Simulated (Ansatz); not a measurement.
Energy needed to pull apart GaHCl2 (SMILES [Cl][GaH][Cl]), singlet, into free ground-state atoms, from the structure below (displaced at random from a GFN2-xTB minimum); no zero-point or spin–orbit terms; open-shell atoms are treated unrestricted, in their ground-state multiplicity.

Cl1  (-1.956, -0.040, -0.586)
Ga2  (0.066, 0.092, -0.033)
Cl3  (1.044, -1.564, 0.795)
H4  (0.860, 1.437, -0.204)
(Å)

Program: Ansatz 0.2.0. Basis: def2-TZVPP. Cores are frozen in the correlated methods. Filled d shells of the heavier atoms are correlated. The def2 sets are not built for correlating such inner shells, so the correlated values are less sure here.

```json
{"method": "PBE-D4", "atomization energy (kcal/mol)": "244.0"}
{"method": "r2SCAN-D4", "atomization energy (kcal/mol)": "248.5"}
{"method": "PBE0-D4", "atomization energy (kcal/mol)": "?"}
{"method": "BHLYP-D4", "atomization energy (kcal/mol)": "234.6"}
{"method": "LC-wPBE", "atomization energy (kcal/mol)": "242.7"}
{"method": "wB97M-V", "atomization energy (kcal/mol)": "244.4"}
{"method": "HF", "atomization energy (kcal/mol)": "?"}
{"method": "MP2", "atomization energy (kcal/mol)": "249.3"}
{"method": "CCSD", "atomization energy (kcal/mol)": "236.0"}
{"method": "CCSD(T)", "atomization energy (kcal/mol)": "240.7"}
```

Q: What does HF give? (An estimate is asked for; the value comes from the calculation.)

A: Computed: 185.8 kcal/mol, which is about 54.9 kcal/mol less than CCSD(T)/def2-TZVPP.

Q: What does PBE0-D4 give? (An estimate is asked for; the value comes from the calculation.)

A: The calculation gives: 243.4 kcal/mol, which is about 2.8 kcal/mol more than CCSD(T)/def2-TZVPP.

In triple zeta the MP2 and coupled-cluster atomization energies are still short of their basis limit by a few kcal/mol a bond, whereas those of the functionals are nearly converged, so these differences are not deviations from converged CCSD(T).

No T1 diagnostic of these runs exceeds 0.012.

For scale, one of the runs: CCSD(T)/def2-TZVPP forces, 146 basis functions (an equivalent command: `ansatz run in.yaml --threads 4`). Time: 54 s of wall clock on 4 CPU threads; the host was shared. Peak host memory: 1.4 GiB.
